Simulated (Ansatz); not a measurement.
AsH2(SMe) (CH5AsS). The state is a singlet with charge 0. Geometry PBE0-D4/def2-TZVP.

```xyz
8

As    0.431   -0.254   -1.637
H     0.966   -1.662   -1.875
H    -0.730   -0.479   -2.597
S    -0.718   -0.720    0.220
C    -0.072    0.587    1.292
H     0.997    0.470    1.467
H    -0.596    0.481    2.243
H    -0.278    1.576    0.886
```

The 6-31G sets use Cartesian d functions. B3LYP takes the VWN-RPA correlation.

Q: Estimate the orbital energies around the gap (eV) in Ansatz with PBE-D4/def2-SVP, r2SCAN-D4/def2-TZVPD, B3LYP-D4/6-31G, PBE0-D4/def2-TZVP, PBE0-D4/def2-TZVPD.

A: 
```
orbital  PBE-D4/def2-SVP  r2SCAN-D4/def2-TZVPD  B3LYP-D4/6-31G  PBE0-D4/def2-TZVP  PBE0-D4/def2-TZVPD
HOMO−13           -41.31                -42.28          -43.68             -45.65              -45.69
HOMO−12           -41.23                -42.20          -43.58             -45.56              -45.60
HOMO−11           -41.19                -42.18          -43.55             -45.54              -45.58
HOMO−10           -41.15                -42.13          -43.48             -45.48              -45.53
 HOMO−9           -19.32                -20.38          -21.75             -21.88              -21.91
 HOMO−8           -16.41                -17.29          -18.58             -18.65              -18.68
 HOMO−7           -14.28                -15.01          -16.15             -16.29              -16.33
 HOMO−6           -10.66                -11.17          -12.08             -12.30              -12.32
 HOMO−5           -10.44                -10.98          -11.93             -12.14              -12.16
 HOMO−4            -9.17                 -9.61          -10.56             -10.56              -10.59
 HOMO−3            -9.05                 -9.49          -10.24             -10.43              -10.46
 HOMO−2            -8.04                 -8.47           -9.16              -9.36               -9.39
 HOMO−1            -6.34                 -6.71           -7.21              -7.49               -7.52
   HOMO            -5.34                 -5.79           -6.46              -6.72               -6.76
   LUMO            -1.11                 -1.24           -0.82              -0.48               -0.68
 LUMO+1            -0.11                 -0.19            0.53               0.52                0.12
 LUMO+2             0.41                  0.05            1.43               0.82                0.32
 LUMO+3             0.90                  0.24            1.81               1.18                0.45
 LUMO+4             2.02                  1.23            3.51               2.47                1.03
 LUMO+5             2.63                  1.53            3.99               2.90                1.17
```
